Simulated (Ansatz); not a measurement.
A made-up structure of BH$_{2}$Te, doublet:

| atom | x (Å) | y (Å) | z (Å) |
| --- | --- | --- | --- |
| B1 | -0.1998 | 0.0443 | -0.1057 |
| Te2 | 1.6017 | -0.3553 | 0.8473 |
| H3 | 3.0042 | 0.0369 | 1.7048 |
| H4 | -0.2575 | 0.9570 | -0.8730 |

It is relaxed with PBE-D4/def2-SVP and then PBE0-D4/def2-TZVP (Ansatz 0.2.0). Atoms count as bonded within 1.22 times the sum of their covalent radii (H–H: 0.88 Å). The end point is not checked to be a true minimum.

Question: Does its bonding change? (A judgement: the text doesn't fix the answer.)

Answer: By the calculation: No: no bond forms or breaks.

Where it ends: The first stage lowers the energy by 1.48 eV in 11 steps. It ends as BH₂Te ([BH][TeH]):
```xyz
4
angstrom
B 0.1016 0.0232 -0.1485
Te 1.5143 -0.8704 1.0670
H 2.5595 0.4225 1.2710
H -0.0269 1.1077 -0.6160
```

Labels in which every atom is bracketed show which atoms are joined, not bond orders.

For scale, one of the runs: PBE0-D4/def2-TZVP relaxation, 93 basis functions, launched by `ansatz run in.yaml --threads 2 --pin off --events-out ev --progress --plain --max-ram 4352MiB`. Hardware: 2 CPU threads of an Arm Neoverse N1, shared host. Wall time about 18 s.
